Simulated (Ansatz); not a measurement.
Isolated molecules relaxed with PBE0-D4/def2-TZVP in Ansatz; ΔE leaves out vibrations. CCSD(T)/CBS adds triple-zeta CCSD(T) − MP2 to the extrapolated MP2 energy (def2 sets, frozen cores). Each species was taken in one conformer, which may not be the lowest.

`C[SiH2][SiH2]F` + `C[SiH](C)C#N` → `C[SiH](C)[SiH2]F` + `C[SiH2]C#N`  (redistribution)

```json
{"species": "`C[SiH2][SiH2]F`", "CCSD(T)/CBS(def2) energy (Eh)": "-720.27653"}
{"species": "`C[SiH](C)C#N`", "CCSD(T)/CBS(def2) energy (Eh)": "-462.17463"}
{"species": "`C[SiH](C)[SiH2]F`", "CCSD(T)/CBS(def2) energy (Eh)": "-759.55313"}
{"species": "`C[SiH2]C#N`", "CCSD(T)/CBS(def2) energy (Eh)": "-422.89500"}
```

(1) Work out ΔE.

(2) What do rigid-rotor, harmonic-oscillator terms from PBE0-D4/def2-TZVP frequencies (298.15 K, 1 bar) make of the CCSD(T)/CBS value? (Estimate.)

Largest T1 diagnostic among the species: 0.012.

## Answers

(1) ΔE = (-759.55313) + (-422.89500) − (-720.27653) − (-462.17463) = 0.00303 Eh = +0.08 eV.

(2) Ansatz gave: ΔZPE = 0.00 eV, ΔH = +0.09 eV, ΔS = 0 J/(mol·K), ΔG = +0.08 eV. Modes under 50 cm⁻¹ make the entropy rough.

Leaving LDA and LC-ωPBE aside and taking each functional with its dispersion term where it has one, the values, not all of them listed here, spread over 0.03 eV, from BLYP-D4 to B97M-V.
